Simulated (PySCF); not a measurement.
Field gradients at the hydrogen positions

Compound: C6H9Cl.
Geometry (GFN2-xTB, Å), atoms numbered from 1 in this order:
```
atom  x, y, z in Å
C1    -2.4684   -0.3552    0.8181
C2    -1.4973   -0.6690   -0.0340
Cl3   -1.8340   -1.9022   -1.2168
C4    -0.1624   -0.0753   -0.0712
C5     0.0125    1.1889    0.7237
C6     0.8412   -0.6386   -0.7515
C7     2.2397   -0.1174   -0.8162
H8    -3.4264   -0.8420    0.7830
H9    -2.3287    0.3852    1.5838
H10   -0.8213    1.8644    0.5473
H11    0.0535    0.9649    1.7888
H12    0.9308    1.6945    0.4440
H13    0.6546   -1.5478   -1.3038
H14    2.2730    0.8291   -1.3574
H15    2.6413    0.0540    0.1817
H16    2.8845   -0.8245   -1.3308
```

Level: PBE0/pcSseg-1 (PySCF, non-relativistic); Q(2H) = 0.00286 b; rigid geometry, the same for H and D, with no vibrational averaging.

**Question.** Rank these positions by the coupling χzz of a deuteron there, largest first.
A. H13 (vinylic hydrogen)
B. H9 (vinylic hydrogen)
C. H11 (methyl hydrogen)

**Answer.** B (230 kHz), A (215 kHz), C (210 kHz).

**Question.** Tabulate Vzz, the asymmetry η and χzz = 234.96 MHz × Q × Vzz for every hydrogen position.

**Answer.** 
```json
{"atom": "H8", "bonded to": "C1", "bond length (Å)": "1.075", "Vzz (au)": "0.3379", "η": "0.06", "χzz (kHz)": "227"}
{"atom": "H9", "bonded to": "C1", "bond length (Å)": "1.074", "Vzz (au)": "0.3416", "η": "0.07", "χzz (kHz)": "230"}
{"atom": "H10", "bonded to": "C5", "bond length (Å)": "1.087", "Vzz (au)": "0.3122", "η": "0.02", "χzz (kHz)": "210"}
{"atom": "H11", "bonded to": "C5", "bond length (Å)": "1.089", "Vzz (au)": "0.3120", "η": "0.01", "χzz (kHz)": "210"}
{"atom": "H12", "bonded to": "C5", "bond length (Å)": "1.085", "Vzz (au)": "0.3178", "η": "0.03", "χzz (kHz)": "214"}
{"atom": "H13", "bonded to": "C6", "bond length (Å)": "1.080", "Vzz (au)": "0.3206", "η": "0.08", "χzz (kHz)": "215"}
{"atom": "H14", "bonded to": "C7", "bond length (Å)": "1.091", "Vzz (au)": "0.3104", "η": "0.01", "χzz (kHz)": "209"}
{"atom": "H15", "bonded to": "C7", "bond length (Å)": "1.089", "Vzz (au)": "0.3117", "η": "0.02", "χzz (kHz)": "209"}
{"atom": "H16", "bonded to": "C7", "bond length (Å)": "1.086", "Vzz (au)": "0.3155", "η": "0.03", "χzz (kHz)": "212"}
```

**Question.** How does χzz go with the bond length over the 9 C–H bonds?

**Answer.** A straight-line fit has a slope of -12.2 kHz for each 0.01 Å, with a correlation coefficient of -0.97, over lengths from 1.074 to 1.091 Å. The longer bonds have the smaller couplings here.

**Question.** A static deuteron (I = 1) shows a doublet split by (3/2)χ, (3/4)χ(1 + η) and (3/4)χ(1 − η) with the field along z, y and x of the gradient. What are these for H8?

**Answer.** With |χ| = 227.1 kHz and η = 0.063: 341, 181 and 160 kHz, to first order and without motion.

The structure is a single GFN2-xTB conformer in the gas phase; no vibrational or solvent corrections. GFN2-xTB bond lengths can be off by several hundredths of an ångström, more for odd bonds, and the gradients follow them. These gradients aren't converged with respect to the basis.

These values come from a run that also computed NMR shieldings. Time: 17 s wall; peak memory 0.77 GiB. Hardware: an Intel Xeon Platinum 8488C with one thread, shared host with 96 logical CPUs at a one-minute load of 7.8.
